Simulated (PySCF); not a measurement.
## GaP: from constants to spectrum

UHF-CCSD(T) constants of GaP, ³Σ⁻ (triplet), unpaired electrons π ↑↑ (PySCF, no relativity, basis sets Ga def2-TZVPPD, P def2-TZVPPD; masses 68.9256 and 30.9738 u):

- ωe: 299.6 cm⁻¹
- ωexe: 1.08 cm⁻¹
- Be: 0.13131 cm⁻¹
- αe: 0.000701 cm⁻¹
- De to Ga + P: 1.95 eV

(1) What force constant and bond length do these constants imply?

(2) Estimate the centrifugal constant D from the Kratzer relation and find the Dunham coefficient a1.

Correlated steps freeze 14 core orbitals. Spin–orbit coupling is left out. The state was picked by a PBE0 search and need not be the measured ground state.

## Answers

(1) Reduced mass μred = 21.370 u; k = 5.8918×10⁻⁷·μred·ωe² (u, cm⁻¹, mdyn/Å) = 1.13 mdyn/Å; Re = √(16.8576/(μred·Be)) (u, cm⁻¹, Å) = 2.451 Å.

(2) D = 4Be³/ωe² = 1.01e-07 cm⁻¹; a1 = −1 − αeωe/(6Be²) = -3.03.
